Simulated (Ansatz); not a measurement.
Geometry optimisation, DFT r2SCAN-D3(BJ), scalar-relativistic, plane waves, PAW in Ansatz.

input.yaml

```yaml
crystal:
  lattice:
    - [7.191966, 0.0, 0.0]
    - [0.0, 7.191966, 0.0]
    - [0.0, 0.0, 7.191966]
  atoms:
    - { symbol: C, position: [0.3063874, 0.6646591, 0.8580844] }
    - { symbol: C, position: [0.286991, 0.4964844, 0.9856329] }
    - { symbol: H, position: [0.4520731, 0.6912918, 0.8240794] }
    - { symbol: H, position: [0.2315972, 0.643484, 0.7275163] }
    - { symbol: H, position: [0.2505701, 0.789938, 0.9235032] }
    - { symbol: H, position: [0.1413053, 0.4698517, 1.019638] }
    - { symbol: H, position: [0.3428083, 0.3712056, 0.9202141] }
    - { symbol: H, position: [0.3617811, 0.5176595, 1.1162011] }
    - { symbol: C, position: [0.6493743, 0.3236631, 0.469004] }
    - { symbol: C, position: [0.8204704, 0.2423231, 0.3739382] }
    - { symbol: H, position: [0.5583105, 0.3924771, 0.3686947] }
    - { symbol: H, position: [0.5683374, 0.2153792, 0.5382689] }
    - { symbol: H, position: [0.6884676, 0.4263653, 0.5739514] }
    - { symbol: H, position: [0.9115342, 0.173509, 0.4742475] }
    - { symbol: H, position: [0.7813771, 0.1396209, 0.2689908] }
    - { symbol: H, position: [0.9015073, 0.3506069, 0.3046733] }
    - { symbol: C, position: [0.2003264, 0.9316087, 0.5880684] }
    - { symbol: C, position: [0.1582429, 0.9407467, 0.3805279] }
    - { symbol: H, position: [0.185661, 1.0681351, 0.6531485] }
    - { symbol: H, position: [0.1058175, 0.8361676, 0.659125] }
    - { symbol: H, position: [0.342216, 0.8834195, 0.6132704] }
    - { symbol: H, position: [0.1729084, 0.8042203, 0.3154478] }
    - { symbol: H, position: [0.0163534, 0.9889359, 0.3553259] }
    - { symbol: H, position: [0.2527518, 1.0361878, 0.3094712] }
    - { symbol: C, position: [0.5535875, 0.7989929, 0.3100118] }
    - { symbol: H, position: [0.6843289, 0.7372041, 0.2647953] }
    - { symbol: H, position: [0.4574842, 0.689342, 0.3512005] }
    - { symbol: H, position: [0.4933819, 0.8787704, 0.1961413] }
    - { symbol: H, position: [0.5791552, 0.890655, 0.4279102] }
    - { symbol: C, position: [0.7646868, 0.6896101, 0.752187] }
    - { symbol: H, position: [0.6971923, 0.7692422, 0.862] }
    - { symbol: H, position: [0.8410215, 0.5738964, 0.8133346] }
    - { symbol: H, position: [0.8607307, 0.7791552, 0.6766029] }
    - { symbol: H, position: [0.6598028, 0.6361468, 0.6568104] }
    - { symbol: C, position: [0.24022, 0.3968207, 0.424961] }
    - { symbol: H, position: [0.2920088, 0.4092464, 0.5668032] }
    - { symbol: H, position: [0.1061973, 0.3261652, 0.4261379] }
    - { symbol: H, position: [0.338705, 0.3169274, 0.3420549] }
    - { symbol: H, position: [0.2239689, 0.5349439, 0.3648481] }
basis:
  ecutwfc: 500.0
kpoints:
  mp_grid: { grid: [1, 1, 1] }
hamiltonian:
  xc: r2scan
  dispersion: d3bj
scf:
  occupations: { method: fermi_dirac, width: 0.05 }
  lower_state_search: "off"
relax:
  f_tol: 0.3
  max_steps: 15
  adjacent_minimum: "off"
```

Launched with:

```bash
$ ansatz run input.yaml --threads 1 --pin off --max-ram 3072MiB --backend cpu --events-out ev --progress --plain --runs-dir out
```

Problem. Where does it end, and by what steps?

Solution. It converged. The threshold is loose, so the end isn't yet a minimum. The force dipped under the threshold on the way, but the program's further checks kept it going. Limits of this set-up: coarse k mesh. After 12 steps the energy has fallen by 1.604 eV; H37 moved furthest, 1.42 Å.

| step | energy less start (eV) | largest force component (eV/Å) | accepted |
| --- | --- | --- | --- |
| 0 | 0.0000 | 0.686 | yes |
| 1 | -0.5516 | 0.286 | yes |
| 2 | -0.7427 | 0.553 | yes |
| 3 | -0.9063 | 0.529 | yes |
| 4 | -1.0361 | 0.459 | yes |
| 5 | -1.1854 | 0.331 | yes |
| 6 | -1.2894 | 0.269 | yes |
| 7 | -1.3842 | 0.203 | yes |
| 8 | -1.4495 | 0.305 | yes |
| 9 | -1.4982 | 0.390 | yes |
| 10 | -1.5520 | 0.375 | yes |
| 11 | -1.6041 | 0.278 | yes |
| 12 | -1.6041 | 0.279 | yes |

```xyz
39
Lattice="7.1920 0.0000 0.0000 0.0000 7.1920 0.0000 0.0000 0.0000 7.1920" Properties=species:S:1:pos:R:3
C 1.815 4.562 6.754
C 2.034 3.104 7.158
H 2.767 5.102 6.673
H 1.314 4.627 5.788
H 1.194 5.102 7.485
H 1.079 2.570 7.279
H 2.627 2.561 6.404
H 2.567 3.038 8.109
C 4.486 2.028 3.317
C 5.586 1.671 2.322
H 3.602 2.426 2.803
H 4.158 1.155 3.894
H 4.833 2.781 4.033
H 6.433 1.211 2.844
H 5.232 0.969 1.563
H 5.965 2.556 1.803
C 1.728 7.083 4.051
C 1.720 6.924 2.536
H 1.719 8.131 4.350
H 0.859 6.600 4.508
H 2.622 6.624 4.488
H 1.841 5.877 2.262
H 0.785 7.277 2.093
H 2.538 7.477 2.064
C 4.675 5.427 1.875
H 5.672 5.027 1.667
H 3.990 4.605 2.098
H 4.313 5.966 1.005
H 4.714 6.107 2.729
C 5.568 5.133 5.461
H 5.762 6.102 5.937
H 5.759 4.331 6.177
H 6.228 5.011 4.597
H 4.533 5.084 5.126
C 0.999 3.419 3.474
H 1.966 3.774 3.846
H 0.430 2.984 4.294
H 1.157 2.662 2.713
H 0.441 4.260 3.049
```

Run time: 6.7 min on 1 thread of Arm Neoverse V1, on a shared host, peak memory 1 GiB.
